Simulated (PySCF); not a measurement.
Al(Cl)(Br)(Et), C2H5AlBrCl, SMILES C[CH2][Al]([Cl])[Br], singlet, B3LYP/def2-SVP optimised geometry. Atoms within 1.6 Å of the plane z = 1.0 Å (x, y, z in Å): Al1 (-0.19, -0.92, 0.00), Cl2 (1.92, -0.92, 0.00), Br3 (-1.23, -2.93, 0.00), C4 (-1.23, 0.74, 0.00), C5 (-0.45, 2.06, -0.02), H6 (-1.90, 0.69, 0.88), H9 (0.21, 2.16, 0.86), H10 (-1.13, 2.93, -0.01).

Calculation: B3LYP/def2-TZVP in PySCF.

Map of the log10 of the electron density (e/bohr³), floored at −4 on the plane z = 1.0 Å:

```
|00000000000000000000000000000|
|00000000000000000000000000000|
|00000000001111000000000000000|
|00000000122332211000000000000|
|00000000234444332100000000000|
|00000001244555554310000000000|
|00000001345666765431000000000|
|00000001345678887531000000000|
|00000012345678997532000000000|
|00000134556678887532000000000|
|00001245677677765432100000000|
|00001346888766554332221000000|
|00001357998776544334332100000|
|00001356888776544455544210000|
|00000245677766555566665321000|
|00000134556666656677775431000|
|00000023445666666778876531000|
|00000012345566666788876531000|
|00000123455666656677776431000|
|00000134566666655666665421000|
|00001235677776654555554310000|
|00001245678877654344432200000|
|00001345788887643322221000000|
|00001245678887643211100000000|
|00001235677776542100000000000|
|00000134566665432100000000000|
|00000023445554321000000000000|
|00000012233333210000000000000|
|00000000122221100000000000000|
```
Scale: ten equal steps from -4.00 (start of '0') to -0.604 (end of '9'), in the order '0123456789'; x runs from -5.00 to 5.00, y from -5.00 (bottom) to 5.00 (top).
